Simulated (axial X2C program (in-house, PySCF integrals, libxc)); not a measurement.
**LiRu: cheaper levels and CCSD(T), with spin–orbit coupling**

All values were computed with an axial X2C code built on PySCF integrals. Two-component (2c) means X2C with spin–orbit coupling and atomic mean-field two-electron Coulomb and Gaunt terms. Basis: Ru dyall-cv3z [12s12p8d5f3g], Li dyall-cv3z [7s8p2d] (cores contracted in-house); Gaussian nuclei, density fitting, unrestricted open shells. Masses: Ru 101.904 u, Li 7.016 u.

State: Ω = 3/2 (⟨Sz⟩ = 1.48, ⟨Lz⟩ = 0.02 at HF); fragments Ru + Li.

```tsv
level	Re (Å)	ωe (cm⁻¹)
PBE0	2.438	371.3
HF	2.706	244.1
CCSD	2.453	378.5
PW91	2.392	395.2
```

Correlated methods: 9 electrons correlated (number of frozen shells: Ru 4 s, 3 p, 1 d; Li 1 s), 265 virtual spin orbitals or spinors in MP2, 90 natural virtuals in coupled cluster.

CCSD(T), same Hamiltonian and basis:

Re = 2.437 Å, ωe = 391.1 cm⁻¹; T1 = 0.066 (Lee–Taylor normalisation).

Task: Give the differences from CCSD(T) in the columns below.

Result: 

```csv
level,ΔRe (Å),Δωe (cm⁻¹)
PBE0,0.001,-20
HF,0.269,-147
CCSD,0.016,-13
PW91,-0.045,4
```

Occupations by symmetry block were frozen at the best pattern of an incomplete PBE0 search. De is not given where an atomic determinant may have missed its ground term or J level, or where the truncated virtual space spoils (T). Density functionals use the spin component along the axis (collinear). CCSD and (T) use frozen natural virtuals with an MP2 correction for the truncation; (T) itself is uncorrected, so its De runs slightly low. PBE0 can misorder states that lie within some tenths of an eV, so this need not be the ground state of the molecule. The nearest other 2c determinant of the search, Ω = 7/2, lies 0.20 eV up at the distance of the search. Without a current term, density functionals place determinants with orbital angular momentum somewhat too high. With several unpaired electrons one determinant need not be a pure state. This is the top spin component of a Σ state; components of lower Ω are not single determinants and can lie lower. The determinant is spin-polarised beyond a pure state at some levels (its spin-free form has ⟨S²⟩ too high), which makes Re and μ there less reliable. The T1 diagnostic is large, a sign of multireference character.
